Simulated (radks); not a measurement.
Valence configurations of the holmium ion Ho+ (all share [Xe]). All-electron calculation, scalar-relativistic Kohn-Sham, PBEsol, spin-polarised, spherical densities, finite nucleus; open shells are filled with parallel spins first (spin-orbit coupling, left out, can overturn this in heavy ions); Fermi nuclear charge, rms radius 5.2022 fm. Program: a radial shooting solver on a logarithmic mesh with Libxc functionals. Energies are relative to 4f11 6s1; eigenvalues in eV for spin up.

valence,E (eV),moment (Bohr magnetons),e(4f),e(5d),e(6p),e(6s)
4f11 6s1,0.000,4,-10.649,-,-,-9.366
4f10.5 5d0.5 6s1,1.091,5,-13.804,-7.989,-,-9.846
4f11 5d0.5 6s0.5,1.133,4,-9.796,-6.589,-,-8.900
4f11 5d1,2.307,4,-9.002,-6.060,-,-
4f10 6s2,2.862,4,-19.563,-,-,-10.674
4f10 5d1 6s1,3.147,6,-17.180,-8.804,-,-10.253
4f11 6p1,3.585,4,-12.023,-,-6.481,-
4f10 6s1 6p1,6.192,6,-20.767,-,-7.583,-11.890
4f9.5 5d0.5 6s2,6.702,5,-23.283,-10.808,-,-11.092
4f8 6s2 6p2,40.698,8,-43.917,-,-9.843,-15.429

NIST lists [Xe] 4f11 6s1 as the ground configuration; this level of theory agrees among the configurations tried. The energies are those of spherical high-spin densities, not of single terms.
